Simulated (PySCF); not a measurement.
Assignment exercise: C4H14Si4

Bonds (- single, = double, # triple, : aromatic): C1-C2, C2-C3, C3-Si4, Si4-Si5, Si5-Si6, Si6-Si7, C3-C8, C8-C1, Si7-Si4. C1 carries H9, H10; C2 carries H11, H12; C3 carries H13; Si4 carries H14; Si5 carries H15, H16; Si6 carries H17, H18; Si7 carries H19, H20; C8 carries H21, H22. H16, H17, H20 are cis to C3 on the ring; H10, H12, H21 are cis to Si4 on the ring; H15, H18, H19 are trans to C3 on the ring; H9, H11, H22 are trans to Si4 on the ring.

[PySCF 2.14: PBE0-D3(BJ)/def2-SVP structure; NMR shieldings at PBE0/pcSseg-1/GIAO; in vacuum; fast rotation and ring inversion assumed for equivalent nuclei; one computed conformer; no relativistic terms]

References, each an isolated molecule treated in the same way: $^{13}$C and $^{1}$H vs TMS.

Task: Assign these signals to the numbered atoms. $^{13}$C{$^{1}$H} NMR (computed): δ 29.6 (CH2), 26.6 (CH2), 19.0 (CH).

Result: 
29.6 → C2/C8, sp3 CH2 in a ring: a saturated carbon with 2 carbon neighbours and no heteroatom attached
26.6 → C1, sp3 CH2 in a ring
19.0 → C3, sp3 CH bonded to Si

Task: Assign these signals to the numbered atoms. $^{1}$H NMR (400 MHz, computed): δ 4.61 (m, 1H), 4.16 (m, 1H), 4.05 (m, 2H), 4.00 (m, 1H), 3.95 (m, 2H), 2.26 (m, 1H), 2.24 (m, 1H), 1.95 (m, 2H), 1.92 (m, 1H), 1.91 (m, 2H).

Result: 
```tsv
δ (ppm)	atoms	environment	reason
4.61	H14	hydrogen on a silicon bonded to C, 2 Si, in a 4-membered ring	–
4.16	H18	hydrogen on a silicon bonded to 2 Si, in a 4-membered ring	–
4.05	H16/H20	hydrogen on a silicon bonded to 2 Si, in a 4-membered ring	–
4.00	H17	hydrogen on a silicon bonded to 2 Si, in a 4-membered ring	–
3.95	H15/H19	hydrogen on a silicon bonded to 2 Si, in a 4-membered ring	–
2.26	H9	hydrogen on an sp3 CH2 in a ring	–
2.24	H13	hydrogen on an sp3 CH bonded to Si	–
1.95	H11/H22	hydrogen on an sp3 CH2 in a ring	–
1.92	H10	hydrogen on an sp3 CH2 in a ring	far from electronegative atoms and π systems
1.91	H12/H21	hydrogen on an sp3 CH2 in a ring	–
```

H18 and H16/H20; H16/H20 and H17; H17 and H15/H19; H9 and H13; H11/H22 and H10; H10 and H12/H21 lie closer than the usual error of such a calculation, so a measured spectrum could show them in the other order.

Shifts are as computed. Against solution values, carbons near 30 ppm lie about +2 ppm off and those near 130 ppm about +5 ppm. Of 1211 compounds with measured shifts, 218 miss one by over three times the rms of a fit or turn the order of signals round; such compounds aren't used in these exercises. No couplings were computed; multiplicities are counted from neighbouring protons, with m where these are inequivalent, close in shift, in a saturated or five-membered ring or joined by F or P, and br s for small geminal =CH2 splittings.
